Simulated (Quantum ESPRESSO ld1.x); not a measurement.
Problem. Species: the antimony ion Sb2.5+. Configuration: [Kr] 4d10 5s1.5 5p1 (fractional occupations, a model configuration). Method: Dirac Kohn-Sham, PBE, spin-unpolarised, spherical densities, point nucleus; open shells fill j = l - 1/2 first; computed with ld1.x of Quantum ESPRESSO 7.5.

Spin-orbit splittings of the eigenvalues, e(l+1/2) - e(l-1/2), with zeta = 2 splitting/(2l+1) and mean radii in bohr:

shell  occ.  splitting (eV)  zeta (eV)  <r> j=l-1/2  <r> j=l+1/2
2p        6           251.8      167.9       0.1033       0.1087
3p        6           46.47      30.98       0.3208       0.3321
3d       10           9.657      3.863       0.3033       0.3069
4p        6           8.597      5.731       0.8320       0.8609
4d       10               ?          ?        1.014        1.027
5p        1          0.9564     0.6376        2.366        2.442

Estimate the 4d splitting.

Solution. 1.256 eV (zeta = 0.5024 eV).
